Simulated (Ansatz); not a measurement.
Total energies of `C[N](C)[Ge]([CH3])([SiH3])[GeH3]`.

Z-matrix (Å, degrees):
```
C
N 1 1.443
H 1 1.097 2 109.9
H 1 1.093 2 110.8 3 -118.5
H 1 1.104 2 113.7 3 120.1
Ge 2 1.857 1 116.5 3 164.1
C 2 1.444 1 111.8 3 -59.1
C 6 1.958 2 107.1 1 -170.7
Si 6 2.388 2 107.7 1 -51.0
Ge 6 2.450 2 111.4 1 69.7
H 7 1.097 2 109.8 1 59.2
H 7 1.104 2 113.5 1 -60.7
H 7 1.092 2 110.8 1 177.6
H 8 1.091 6 111.0 2 -69.7
H 8 1.091 6 109.8 2 170.5
H 8 1.091 6 109.5 2 50.8
H 9 1.489 6 108.6 2 -170.6
H 9 1.488 6 111.3 2 70.4
H 9 1.488 6 111.2 2 -51.0
H 10 1.541 6 111.4 2 64.9
H 10 1.541 6 110.8 2 -175.3
H 10 1.540 6 111.5 2 -55.5
```

The species carries charge 0 and has multiplicity 1. Correlated methods include outer-core shells of Ge, which these sets cover unevenly. Scalar relativity is left out up to krypton. All single points use the PBE0-D4/def2-TZVP geometry. It is one conformer, not always the lowest. Basis def2-TZVPP, the Gaussian-basis code of Ansatz.

RPA on PBE orbitals: Hartree–Fock energy of these orbitals -4616.41746 Eh, correlation -2.35215 Eh (frozen core).

```csv
functional,energy without D4 (Eh),D4 term (kJ/mol)
LDA (SPW92),-4612.56022,–
PBE,-4620.64413,-60.5
revPBE,-4621.23580,-160.4
BLYP,-4621.67033,-126.4
r2SCAN,-4621.52841,-16.7
B97M-V,-4620.82917,–
PBE0,-4620.81726,-52.9
B3LYP,-4621.80729,-96.5
r2SCANh,-4621.50484,-17.9
r2SCAN0,-4621.47211,-19.7
HSE06 (plane-wave form),-4620.80023,-49.9
BHLYP,-4621.52296,-79.4
CAM-B3LYP,-4621.82513,-54.8
LC-ωPBE,-4620.94456,–
ωB97X-V,-4621.21100,–
ωB97M-V,-4621.31138,–
B2PLYP,-4620.65340,–
PBE-QIDH,-4620.06064,–
```

B3LYP takes the VWN-RPA correlation (the form of Gaussian; ORCA's B3LYP/G). HSE06 is the plane-wave form, built on full-range PBE exchange. The double hybrids freeze the cores in their second-order part.

LC-ωPBE has ω = 0.4 bohr⁻¹.
